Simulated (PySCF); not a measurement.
**UHF on Ta²⁺ (tantalum, charge +2)**

Configuration: [Xe] 4f14 5d2 6p1, one real determinant (an excited configuration). Computed with PySCF 2.14 in ANO-RCC-VTZP (8s7p5d3f2g1h, 104 functions), with scalar relativity by spin-free X2C-1e.

| Item | Value |
| --- | --- |
| Total energy | -15598.487242 hartree |
| One-electron energy | -21364.9473 hartree |
| Hartree (Coulomb) energy | 6081.9402 hartree |
| Exchange energy | -315.4802 hartree |
| ⟨S²⟩ | 3.7543 |
| ⟨L²⟩ | 14.005 |
| Sum of ⟨r⟩ | 39.28 bohr |
| Sum of ⟨r²⟩ | 49.96 bohr² |
| Traceless quadrupole moment −½Σ⟨3z² − r²⟩ along its main axis | -5.90 e·bohr² |
| Langevin diamagnetic susceptibility | -39.6 ×10⁻⁶ cm³/mol |

```tsv
shell	electrons	mean orbital energy (eV)	spread (eV)	rms radius, mean of both spins (bohr)
1s β	1	-67776.6	0	0.0211
1s α	1	-67776.6	0	0.0211
2s α	1	-11800.6	0	0.0853
2s β	1	-11800.4	0	0.0853
2p α	3	-10371.2	0.018	0.0775
2p β	3	-10371.0	0.024	0.0775
3s α	1	-2779.6	0	0.218
3s β	1	-2779.6	0	0.218
3p α	3	-2344.8	0.012	0.220
3p β	3	-2344.8	0.051	0.220
3d α	5	-1820.7	0.228	0.201
3d β	5	-1820.6	0.087	0.201
4s α	1	-614.17	0	0.488
4s β	1	-614.00	0	0.488
4p α	3	-468.41	0.012	0.519
4p β	3	-468.22	0.103	0.519
4d α	5	-275.28	0.574	0.564
4d β	5	-274.99	0.287	0.564
5s α	1	-107.85	0	1.18
5s β	1	-105.64	0	1.18
5p α	3	-69.607	0.094	1.37
5p β	3	-66.208	0.416	1.37
4f α	7	-60.449	0.134	0.701
4f β	7	-60.217	0.357	0.701
5d α	2	-27.820	0.130	2.03
6p α	1	-16.533	0	3.83
```

⟨L²⟩ = 14.01 against 20 for a pure G term, so this real determinant mixes terms. Spin-orbit coupling, absent here, splits the open shell strongly.

Densities and radii are taken from the X2C orbitals without a picture-change correction, which distorts them close to the nucleus.

Spin-orbit constants ζ (cm⁻¹) from the X2C one-electron operator on these orbitals: bare nucleus, nucleus screened by l(l+1)(2l+1)/3 electrons, and screened by the Breit-Pauli mean field of the electrons.

```tsv
shell	bare	screened nucleus	mean field
2p	6466000	6289000	n/a
3p	1407000	1368000	n/a
3d	219000	189000	n/a
4p	318000	309300	n/a
4d	42510	36690	n/a
4f	7279	4487	n/a
5p	41590	40450	n/a
5d	2801	2418	n/a
6p	4387	4266	n/a
```

To first order the Landé constant is A = 959.9 cm⁻¹, so the lowest level has J = 5/2 and lies 0.893 eV below the centre of the term. This holds in LS coupling only.
